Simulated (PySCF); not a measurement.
C$_{3}$H$_{7}$BO, singlet, at a GFN2-xTB geometry; LC-WPBE/6-31G, TDDFT run with PySCF.

PySCF was given this input:
```python
from pyscf import gto, scf, dft, tdscf

mol = gto.Mole()
mol.atom = '''
    B    -0.236765    0.165862    0.356448
    C    -1.720489    0.149221    0.941296
    H    -2.038067   -0.868306    1.161223
    H    -2.428306    0.537550    0.211371
    H    -1.835835    0.733452    1.853479
    C     0.089258   -0.626135   -0.958431
    C     1.284873   -0.648356   -1.537082
    H    -0.710771   -1.189683   -1.427059
    H     1.490525   -1.197987   -2.443551
    H     2.111990   -0.104366   -1.110876
    O     0.765410    0.836992    0.944194
    H     0.549161    1.315711    1.744923
'''
mol.basis = '6-31g'
mol.charge = 0
mol.spin = 0
mol.verbose = 4
mol.build()

mf = dft.RKS(mol)
mf.xc = 'lc_wpbe'
mf.kernel()
td = mf.TDDFT()
td.nstates = 10
td.kernel()
td.analyze()
```

Q: Write the output that PySCF gives for this input, abridged.

A: 
```
PySCF version 2.14.0

[INPUT] verbose = 4
[INPUT] num. atoms = 12
[INPUT] num. electrons = 38
[INPUT] charge = 0
[INPUT] spin (= nelec alpha-beta = 2S) = 0
[INPUT] symmetry False subgroup None
[INPUT] Mole.unit = angstrom
[INPUT] Symbol           X                Y                Z      unit          X                Y                Z       unit  Magmom
[...]
nuclear repulsion = 153.239048066893
number of shells = 39
number of NR pGTOs = 138
number of NR cGTOs = 59
basis = 6-31g
ecp = {}

******** <class 'pyscf.dft.rks.RKS'> ********
method = RKS
initial guess = minao
damping factor = 0
level_shift factor = 0
DIIS = <class 'pyscf.scf.diis.CDIIS'>
diis_start_cycle = 1
diis_space = 8
diis_damp = 0
SCF conv_tol = 1e-09
SCF conv_tol_grad = None
SCF max_cycles = 50
direct_scf = True
direct_scf_tol = 1e-13
XC library pyscf.dft.libxc version 7.1.2
    S. Lehtola, C. Steigemann, M. J. T. Oliveira, and M. A. L. Marques,  SoftwareX 7, 1–5 (2018)
XC functionals = lc_wpbe
    O. A. Vydrov and G. E. Scuseria,  J. Chem. Phys. 125, 234109 (2006)
radial grids:
    Treutler-Ahlrichs [JCP 102, 346 (1995); DOI:10.1063/1.469408] (M4) radial grids

becke partition: Becke, JCP 88, 2547 (1988); DOI:10.1063/1.454033
pruning grids: <function nwchem_prune>
grids dens level: 3
symmetrized grids: False
atomic radii adjust function: <function treutler_atomic_radii_adjust>
small_rho_cutoff = 0
Set gradient conv threshold to 3.16228e-05
Initial guess from minao.
tot grids = 139144
init E= -219.070186759881
[...]
cycle= 1 E= -218.352672404147  delta_E= 0.718  |g|= 0.607  |ddm|=    3
[...]
cycle= 2 E= -218.370671806717  delta_E= -0.018  |g|= 0.607  |ddm|= 1.02
[...]
cycle= 3 E= -218.435704918024  delta_E= -0.065  |g|= 0.0488  |ddm|=  0.5
[...]
cycle= 4 E= -218.436357448283  delta_E= -0.000653  |g|= 0.0228  |ddm|= 0.0734
[...]
cycle= 5 E= -218.436500573321  delta_E= -0.000143  |g|= 0.00437  |ddm|= 0.0273
[...]
cycle= 6 E= -218.436506322152  delta_E= -5.75e-06  |g|= 0.00178  |ddm|= 0.00775
[...]
cycle= 7 E= -218.436507523179  delta_E= -1.2e-06  |g|= 0.000389  |ddm|= 0.00318
[...]
cycle= 8 E= -218.436507597454  delta_E= -7.43e-08  |g|= 0.000134  |ddm|= 0.000932
[...]
cycle= 9 E= -218.436507606968  delta_E= -9.51e-09  |g|= 3.64e-05  |ddm|= 0.000313
[...]
cycle= 10 E= -218.436507607712  delta_E= -7.45e-10  |g|= 9.86e-06  |ddm|= 9.34e-05
[...]
Extra cycle  E= -218.43650760775  delta_E= -3.8e-11  |g|= 4.74e-06  |ddm|= 2.62e-05
converged SCF energy = -218.43650760775

[...]
Excited State   1:      6.35013 eV    195.25 nm  f=0.0005
Excited State   2:      7.04886 eV    175.89 nm  f=0.3727
Excited State   3:      7.67269 eV    161.59 nm  f=0.0017
Excited State   4:      8.92069 eV    138.98 nm  f=0.0005
Excited State   5:      9.54470 eV    129.90 nm  f=0.1118
Excited State   6:      9.75591 eV    127.09 nm  f=0.0430
Excited State   7:      9.77508 eV    126.84 nm  f=0.0100
Excited State   8:      9.93887 eV    124.75 nm  f=0.0011
Excited State   9:     10.36350 eV    119.64 nm  f=0.1096
[...]
      19 -> 27        0.11962
Excited State  10:     10.45458 eV    118.59 nm  f=0.0132
      11 -> 20        0.40550
      11 -> 22       -0.10114
      12 -> 20        0.14543
      13 -> 20       -0.34306
      16 -> 21       -0.21126
      17 -> 22        0.12703
      18 -> 22        0.12198
      19 -> 24       -0.25219
      19 -> 25       -0.14508

** Transition electric dipole moments (AU) **
state          X           Y           Z        Dip. S.      Osc.
  1        -0.0204      0.0453     -0.0206      0.0029      0.0005
  2        -1.0251      0.3511      0.9919      2.1579      0.3727
  3         0.0303     -0.0804      0.0401      0.0090      0.0017
  4        -0.0123      0.0336     -0.0320      0.0023      0.0005
  5         0.6112      0.2815      0.1592      0.4782      0.1118
  6        -0.3470      0.0667      0.2347      0.1799      0.0430
  7         0.1620     -0.0222     -0.1229      0.0418      0.0100
  8         0.0429     -0.0407      0.0308      0.0044      0.0011
  9        -0.6295     -0.1851      0.0314      0.4315      0.1096
 10         0.0860     -0.1755      0.1152      0.0515      0.0132

** Transition velocity dipole moments (imaginary part, AU) **
state          X           Y           Z        Dip. S.      Osc.
  1        -0.0085      0.0259     -0.0156      0.0010      0.0028
  2        -0.2409      0.0754      0.2226      0.1133      0.2915
  3         0.0068     -0.0160      0.0073      0.0004      0.0008
  4        -0.0026      0.0071     -0.0076      0.0001      0.0002
  5         0.1406      0.0839      0.0643      0.0309      0.0588
  6        -0.1420      0.0327      0.1131      0.0340      0.0633
  7         0.0689     -0.0228     -0.0493      0.0077      0.0143
  8         0.0145     -0.0245      0.0170      0.0011      0.0020
  9        -0.1822     -0.0512      0.0237      0.0364      0.0637
 10         0.0370     -0.0922      0.0602      0.0135      0.0234

** Transition magnetic dipole moments (imaginary part, AU) **
state          X           Y           Z
  1         0.1600     -0.2995     -0.5372
  2         0.1306     -0.4483      0.3103
  3        -0.6295     -0.1369      0.0718
  4         0.1180      0.9335      1.3229
  5        -0.0536      0.1655     -0.1008
  6        -0.7958      0.5109     -0.5852
  7        -1.2730     -0.8516      0.0235
  8        -0.3179      0.0160      0.1004
  9         0.1365     -0.5881      0.4232
 10         0.2996     -0.1005     -0.3364
```
